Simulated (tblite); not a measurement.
C6H8F3OP.
Z-matrix (Å and degrees, GFN2-xTB geometry), rows numbered from 1:
```
C 
C   1  1.3220
P   2  1.8117  1  118.42
O   3  1.4614  2  115.64  1    -1.12
C   3  1.8365  2  107.54  1  -131.84
C   5  1.5218  3  109.24  2   176.36
C   3  1.8523  2  102.33  1   120.48
F   7  1.3414  3  120.86  2   114.10
C   7  1.3246  3  118.37  2   -67.99
F   9  1.3224  7  128.14  3  -177.54
F   9  1.3226  7  120.94  3     4.04
H   1  1.0789  2  119.53  3    -0.44
H   1  1.0779  2  122.93  3   179.64
H   2  1.0801  1  123.24  3  -179.80
H   5  1.0903  3  110.39  2   -60.44
H   5  1.0939  3  106.05  2    57.11
H   6  1.0884  5  109.69  3   -52.77
H   6  1.0877  5  110.63  3  -172.92
H   6  1.0881  5  110.76  3    66.76
```

All values are computed: GFN2-xTB (tblite) harmonic vibrations without scaling, gas phase. Against measured fundamentals such values can be off by several per cent, at times by over 20. One conformer, not necessarily the lowest.

Harmonic wavenumbers (cm⁻¹): 31.8, 61.4, 86.1, 96.9, 106.0, 132.9, 168.1, 184.2, 212.0, 225.1, 263.8, 268.9, 303.9, 395.9, 403.2, 459.8, 478.5, 491.9, 557.6, 629.9, 704.3, 746.0, 757.1, 911.2, 965.7, 979.3, 999.0, 1003.4, 1011.1, 1070.5, 1169.9, 1201.1, 1209.4, 1224.8, 1246.6, 1283.8, 1371.8, 1406.8, 1429.3, 1487.0, 1487.5, 1657.1, 1742.4, 2943.6, 2980.4, 3032.3, 3033.6, 3039.1, 3063.0, 3085.9, 3119.2.

A = 1156, B = 841.9, C = 589.3 MHz; mass 184.026 u (most abundant isotopes); point group C1, symmetry number 1.

Q: What is the zero-point energy?

A: ½Σν̃ = 28460 cm⁻¹ = 81.37 kcal/mol.

Q: Entropy at 298.15 K, 1 bar (ideal gas, RRHO, classical rotation)?

A: Translation 41.56, rotation 30.71, vibration 43.78: S = 116.0 cal/(mol K).

Q: And Cp and H(298.15 K) − H(0)?

A: Cp = 47.84 cal/(mol K), of which vibrations give 39.89 (their classical limit is 51 R = 101.3); H(298.15 K) − H(0) = 9.00 kcal/mol without the zero-point energy, 6.63 from vibrations.

Q: What must be added to the electronic energy to get the Gibbs energy at 298.15 K and 1 bar?

A: ZPE + [H(298.15 K) − H(0)] − T·S = 81.37 + 9.00 − 34.60 = 55.77 kcal/mol.

Q: Which modes carry the vibrational entropy at 298.15 K?

A: 31.8 cm⁻¹: 5.71; 61.4 cm⁻¹: 4.41; 86.1 cm⁻¹: 3.75; 96.9 cm⁻¹: 3.52; 106.0 cm⁻¹: 3.34; 132.9 cm⁻¹: 2.90 cal/(mol K); the other 45 give 20.15 together.

Q: Blend soft modes into free rotors: weight 1/[1 + (100 cm⁻¹/ν̃)⁴] for the oscillator and the rest for a rotor with moment μB/(μ + B), μ = h/(8π²ν), B = 10⁻⁴⁴ kg m². What vibrational entropy results?

A: 40.02 cal/(mol K) in place of 43.78, which changes −T·S at 298.15 K by +1.12 kcal/mol.

Q: How do the functions run with temperature in this model?

A: 
| T (K) | S (cal/(mol K)) | Cp (cal/(mol K)) | H − H(0) (kcal/mol) | G − H(0) (kcal/mol) | ln q(vib) |
| --- | --- | --- | --- | --- | --- |
| 100 | 77.6 | 25.2 | 1.62 | -6.14 | 2.89 |
| 200 | 99.1 | 37.7 | 4.79 | -15.02 | 7.03 |
| 300 | 116.3 | 48.0 | 9.09 | -25.82 | 10.91 |
| 500 | 145.1 | 64.9 | 20.48 | -52.06 | 17.96 |
| 800 | 179.3 | 80.4 | 42.50 | -100.93 | 27.17 |
| 1000 | 198.0 | 86.9 | 59.27 | -138.70 | 32.59 |

q(vib) and H(0) count from the zero-point level.

Hindered rotation and anharmonicity are outside this model. Other conformers, if any are populated, would add a mixing term that is left out. The structure is chiral; the term R ln 2 for an equal mix with its mirror image is left out.
